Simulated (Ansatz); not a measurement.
The cluster Nb₆⁻ (the lowest doublet isomer of a short search), 6 atoms. Hardware: 4 threads of Arm Neoverse V1 on a shared host.

In the def2 sets Nb takes a core potential; there is no spin–orbit coupling. Correlated methods freeze no core orbitals; core or outer-core shells of Nb are correlated, in sets that lack core-valence functions.

Problem. How many basis functions does each of these Ansatz runs have, and roughly what does it cost? HF/STO-3G, charge -1 doublet, energy; PBE-D4/def2-SVP, charge -1 doublet, energy with a search over starts; PBE-D4/def2-TZVPD, charge -1 doublet, energy and forces, from earlier orbitals; MP2/def2-TZVPD, charge -1 doublet, energy, from earlier orbitals; B3LYP-D4/def2-TZVPD, charge -1 doublet, energy, from earlier orbitals; RPA@PBE/def2-TZVPD, charge -1 doublet, energy, from earlier orbitals; B2PLYP/def2-TZVPD, charge -1 doublet, energy, from earlier orbitals; BHLYP-D4/def2-TZVPD, charge -1 doublet, energy, from earlier orbitals; r2SCAN-D4/def2-TZVPD, charge -1 doublet, energy, from earlier orbitals; PBE0-D4/def2-TZVPD, charge -1 doublet, energy, from earlier orbitals; PBE-D4/def2-SVPD, charge -1 doublet, relaxation, 32 steps.

Solution. Other jobs shared the machine, so times can vary by a factor of up to 3. A dash marks memory too small to be measured apart from the calling script's.

```tsv
run	functions	fitting or Cholesky vectors	wall time	peak host memory (GiB)
RPA@PBE/def2-TZVPD, charge -1 doublet, energy, from earlier orbitals	240	2142	39 s	1.3
MP2/def2-TZVPD, charge -1 doublet, energy, from earlier orbitals	240	2142	44 s	1.3
PBE-D4/def2-TZVPD, charge -1 doublet, energy and forces, from earlier orbitals	240	1908	47 s	1.1
B2PLYP/def2-TZVPD, charge -1 doublet, energy, from earlier orbitals	240	2142	79 s	1.4
PBE-D4/def2-SVP, charge -1 doublet, energy with a search over starts	186	1662	93 s	0.81
B3LYP-D4/def2-TZVPD, charge -1 doublet, energy, from earlier orbitals	240	2226	1.8 min	1.3
r2SCAN-D4/def2-TZVPD, charge -1 doublet, energy, from earlier orbitals	240	1908	2.1 min	1.4
HF/STO-3G, charge -1 doublet, energy	162	2027	2.3 min	3.1
PBE0-D4/def2-TZVPD, charge -1 doublet, energy, from earlier orbitals	240	2226	2.7 min	1.3
BHLYP-D4/def2-TZVPD, charge -1 doublet, energy, from earlier orbitals	240	2640	3.2 min	1.4
PBE-D4/def2-SVPD, charge -1 doublet, relaxation, 32 steps	204	1662	6.8 min	–
```
